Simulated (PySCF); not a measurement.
Si(F)(OH)2(SH) (FH3O2SSi), SMILES O[Si](O)(F)S. Atoms are numbered in the order given.

```xyz
8

O      0.1292    -0.2293     1.8078
Si     0.1397    -0.2845     0.1591
O      1.6818    -0.6223    -0.2911
F     -0.8742    -1.4478    -0.3523
S     -0.5401     1.5075    -0.7635
H     -0.6974     0.0332     2.2364
H      2.1884    -1.1694     0.3273
H     -1.4257     0.8412    -1.5375
```

Geometry optimised at TPSSh-D3(BJ)/def2-SVP. Other conformers were not sampled.

Method: B3LYP/pcSseg-1 in PySCF.

GIAO shieldings, no solvent; atoms listed in one row are averaged. δ = σ(ref) − σ: ¹⁷O against H2O (σ = 333.8 ppm); ²⁹Si against TMS (σ = 338.7 ppm); ¹⁹F against CFCl3 (σ = 161.7 ppm); ³³S against H2S (σ = 695.8 ppm); ¹H against TMS (σ = 31.68 ppm), references at their B3LYP-D3(BJ)/def2-TZVP geometries, non-relativistic.

Computed chemical shifts:
```json
[
 {"nucleus": "¹⁷O", "atoms": "O1", "count": "1", "δ (ppm)": "79.9"},
 {"nucleus": "¹⁷O", "atoms": "O3", "count": "1", "δ (ppm)": "64.1"},
 {"nucleus": "²⁹Si", "atoms": "Si2", "count": "1", "δ (ppm)": "-37.1"},
 {"nucleus": "¹⁹F", "atoms": "F4", "count": "1", "δ (ppm)": "-118.6"},
 {"nucleus": "³³S", "atoms": "S5", "count": "1", "δ (ppm)": "-8.5"},
 {"nucleus": "¹H", "atoms": "H7", "count": "1", "δ (ppm)": "2.88"},
 {"nucleus": "¹H", "atoms": "H6", "count": "1", "δ (ppm)": "2.64"},
 {"nucleus": "¹H", "atoms": "H8", "count": "1", "δ (ppm)": "1.15"}
]
```
